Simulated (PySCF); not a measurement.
Compound: phenylmethanimine, C7H7N.
Cartesian coordinates in Å at the PBE0-D3(BJ)/def2-SVP level; atoms count from 1:
```xyz
15
C7H7N angstrom
N      2.9649   -0.5898   -0.0864
C      2.1301    0.3522    0.0786
C      0.6511    0.3008    0.0733
C     -0.0581   -0.8893   -0.1385
C     -1.4478   -0.8953   -0.1347
C     -2.1522    0.2910    0.0814
C     -1.4590    1.4811    0.2929
C     -0.0664    1.4838    0.2883
H      2.4844   -1.4838   -0.2397
H      2.5441    1.3611    0.2528
H      0.4831   -1.8244   -0.3089
H     -1.9887   -1.8300   -0.3009
H     -3.2448    0.2850    0.0843
H     -2.0059    2.4115    0.4620
H      0.4811    2.4161    0.4538
```

All values: B3LYP/def2-SVPD (PySCF, non-relativistic), on one gas-phase PBE0-D3(BJ)/def2-SVP geometry that isn't relaxed in the solvent. The solvent is an IEF-PCM continuum (Bondi radii, 1.10 Å for H, scaled by 1.2), and excitations are vertical TDDFT with non-equilibrium linear response and a frozen core. Only the electrostatic response of the medium enters.

Gas-phase singlets (H = HOMO, L = LUMO):

```tsv
state	E (eV)	λ (nm)	f	leading configurations
S1	4.447	279	0.002	H-1→L 98%
S2	4.889	254	0.014	H-2→L 70%, H→L+1 28%
S3	5.183	239	0.247	H→L 90%
S4	5.782	214	0.000	H-1→L+1 100%
S5	6.154	201	0.225	H→L+1 64%, H-2→L 24%
```

Problem. Give the list for cyclohexane (ε = 2.017), n² = 2.04.

Solution. 
```json
{"state": "S1", "E (eV)": "4.537", "λ (nm)": "273", "f": "0.003", "leading configurations": "H-2→L 98%", "change by rank (eV)": "+0.090"}
{"state": "S2", "E (eV)": "4.850", "λ (nm)": "256", "f": "0.027", "leading configurations": "H-1→L 75%, H→L+1 23%", "change by rank (eV)": "-0.039"}
{"state": "S3", "E (eV)": "5.064", "λ (nm)": "245", "f": "0.359", "leading configurations": "H→L 94%", "change by rank (eV)": "-0.119"}
{"state": "S4", "E (eV)": "5.950", "λ (nm)": "208", "f": "0.000", "leading configurations": "H-2→L+1 100%", "change by rank (eV)": "+0.168"}
{"state": "S5", "E (eV)": "6.064", "λ (nm)": "204", "f": "0.325", "leading configurations": "H→L+1 70%, H-1→L 21%", "change by rank (eV)": "-0.090"}
```

Problem. Give the list for water (ε = 78.36), n² = 1.78.

Solution. 
```json
{"state": "S1", "E (eV)": "4.693", "λ (nm)": "264", "f": "0.003", "leading configurations": "H-2→L 98%", "change by rank (eV)": "+0.246"}
{"state": "S2", "E (eV)": "4.807", "λ (nm)": "258", "f": "0.024", "leading configurations": "H-1→L 80%, H→L+1 19%", "change by rank (eV)": "-0.082"}
{"state": "S3", "E (eV)": "5.056", "λ (nm)": "245", "f": "0.364", "leading configurations": "H→L 94%", "change by rank (eV)": "-0.127"}
{"state": "S4", "E (eV)": "6.098", "λ (nm)": "203", "f": "0.281", "leading configurations": "H→L+1 72%, H-1→L 17%", "change by rank (eV)": "+0.316"}
{"state": "S5", "E (eV)": "6.206", "λ (nm)": "200", "f": "0.000", "leading configurations": "H-2→L+1 99%", "change by rank (eV)": "+0.052"}
```

Problem. The ground-state energy changes by -0.293 eV from gas to water. By how much does the total energy of gas-phase S3 change?

Solution. E(S3) = E(S0) + excitation energy, so it changes by -0.293 − 0.127 = -0.420 eV: it is lowered more than the ground state, which is what a red shift means. This is the vertical state, with the slow part of the continuum still set for S0.

Problem. How do the frontier levels move from gas to water?

Solution. 
```
orbital  gas (eV)  solvent (eV)  change (eV)                  Löwdin shares, gas              Löwdin shares, solvent
 LUMO+2      0.46          0.73        +0.27   C6 10 %, C5 10 %, C7 10 %, C4 9 %   C2 12 %, C4 10 %, C7 10 %, C5 9 %
 LUMO+1     -0.87         -0.67        +0.20  C5 21 %, C8 21 %, C7 16 %, C4 16 %  C5 21 %, C8 20 %, C7 16 %, C4 16 %
   LUMO     -1.79         -1.75        +0.04  N1 19 %, C2 16 %, C6 14 %, C3 13 %  N1 20 %, C2 19 %, C6 13 %, C3 12 %
   HOMO     -7.22         -7.14        +0.08  C6 19 %, C3 19 %, N1 16 %, C4 10 %  C6 20 %, C3 20 %, N1 14 %, C7 10 %
 HOMO-1     -7.46         -7.36        +0.10    N1 62 %, C2 15 %, H9 8 %, C3 7 %  C8 22 %, C5 21 %, C4 19 %, C7 18 %
 HOMO-2     -7.55         -7.70        -0.15  C8 21 %, C5 21 %, C4 20 %, C7 19 %    N1 59 %, C2 16 %, H9 8 %, C3 7 %
 HOMO-3     -9.41         -9.44        -0.03   N1 30 %, C2 25 %, C6 11 %, C7 8 %   N1 30 %, C2 24 %, C6 11 %, C7 8 %
```

The HOMO–LUMO gap goes from 5.43 to 5.40 eV. Rows go by rank; for HOMO-2, HOMO-1 and HOMO the atom shares or the degeneracy differ between the runs, so the row needn't follow one orbital.

Rough CPU time on one thread of a shared machine: about 80 s. This is the whole response run at B3LYP/def2-SVPD in water, SCF included.
